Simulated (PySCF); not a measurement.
CHCl2, SMILES Cl[CH]Cl (connectivity only; charge and spin as stated), charge +1, multiplicity 1. Coordinates come from a B3LYP-D3(BJ)/def2-TZVP optimisation. The multiplicity is an assumed one; other spin states were not compared. The isomer is the one that the SMILES or the coordinates give; other isomers of the formula were not compared.

TDDFT-M06-2X/def2-SVPD (PySCF 2.14.0) puts the lowest singlet excitations at 4.10, 4.13, 5.67, 7.99, 8.30, 8.78 eV.

Task: What are the lowest excitation roots from ADC(2)/aug-cc-pVDZ run with PySCF? (Estimate from the structure and the level; the computed values follow.)

Result: 4.02, 4.24, 5.01, 7.83, 8.73, 9.21 eV. S1 differs by -0.08 eV (second minus first; roots are paired by order, and the bases may differ).
